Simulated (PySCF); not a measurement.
Si(H)(F)(vinyl)2 (C₄H₇FSi), SMILES C([SiH](C=C)F)=C. The structure is a stationary point at PBE-D3(BJ)/def2-SVP. Other conformers were not sampled.

Q: Give the equilibrium geometry at PBE-D3(BJ)/def2-SVP (PySCF confirms it by a frequency run) as bond lengths and angles. (The exact figures need the calculation; the answer reports its results.)

A: One answer among several that fit: 
Atoms: Si1 F2 C3 C4 C5 C6 H7 H8 H9 H10 H11 H12 H13. Bond lengths (Å): Si1–F2 1.650, Si1–C3 1.868, Si1–C5 1.868, Si1–H7 1.504, C3–C4 1.349, C3–H8 1.107, C4–H9 1.104, C4–H10 1.104, C5–C6 1.349, C5–H11 1.106, C6–H12 1.104, C6–H13 1.105. Bond angles (°): F2–Si1–C3 105.9, F2–Si1–C5 109.9, F2–Si1–H7 107.9, C3–Si1–C5 112.1, C3–Si1–H7 112.7, C5–Si1–H7 108.3, Si1–C3–C4 122.3, Si1–C3–H8 118.9, C4–C3–H8 118.8, C3–C4–H9 122.3, C3–C4–H10 121.1, H9–C4–H10 116.6, Si1–C5–C6 122.3, Si1–C5–H11 119.1, C6–C5–H11 118.6, C5–C6–H12 122.4, C5–C6–H13 121.6, H12–C6–H13 116.0.
